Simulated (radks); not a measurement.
Problem. All-electron atom: the terbium ion Tb47+ in [Ar] (the NIST ground configuration). Method: Dirac Kohn-Sham, SOGGA, spin-unpolarised, spherical densities, point nucleus; computed with a radial shooting solver on a logarithmic mesh with Libxc functionals. Some entries of the table are withheld. Estimate them.

orbital  occ.  eigenvalue (hartree)  r(max) (bohr)  <r^2> (bohr^2)
1s1/2       2                   (1)        0.01364       0.0006318
2s1/2       2             -424.2073        0.07737        0.009630
2p1/2       2             -409.6211        0.05836        0.006971
2p3/2       4             -381.7345        0.06420        0.008140
3s1/2       2             -162.9152            (2)         0.05599
3p1/2       2             -157.3977            (3)             (4)
3p3/2       4             -150.4187            (5)             (6)
3d3/2       0             -142.4550         0.1601             (7)
3d5/2       0             -140.8021         0.1631             (8)
4s1/2       0             -84.71856         0.4225             (9)

Solution. 
(1) 1s1/2 eigenvalue (hartree): -2014.905
(2) 3s1/2 r(max) (bohr): 0.2097
(3) 3p1/2 r(max) (bohr): 0.1962
(4) 3p1/2 <r^2> (bohr^2): 0.05082
(5) 3p3/2 r(max) (bohr): 0.2068
(6) 3p3/2 <r^2> (bohr^2): 0.05580
(7) 3d3/2 <r^2> (bohr^2): 0.04165
(8) 3d5/2 <r^2> (bohr^2): 0.04297
(9) 4s1/2 <r^2> (bohr^2): 0.1981
